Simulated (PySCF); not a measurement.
# How methods differ on the excitation energy of Zn⁺

Zn⁺ [Ar] 3d10 4s1 (2S) → Zn⁺ [Ar] 3d9 4s1 4p1 (high-spin determinant), as a difference of total energies. Computed with PySCF 2.14 in aug-cc-pVQZ-PP with ECP10MDF, with scalar relativity through the core potential. Correlated levels: valence: 3s2 3p6 frozen. The calculations carry no spin-orbit coupling.

```csv
method,excitation energy (eV)
UHF,10.582
LDA,13.950
PBE,13.310
PBE0,12.851
r2SCAN,12.549
BHandHLYP,12.445
MN15,15.425
TPSSh,12.981
MP2 (valence),13.574
SCS-MP2 (valence),13.345
```

Q: How much does correlation contribute at MP2 (valence)?

A: 13.574 − (10.582) = 2.992 eV, measured against UHF.

The determinant of the upper state mixes LS terms, which raises its energy above the lowest term, most at the Hartree-Fock and MP2 levels.
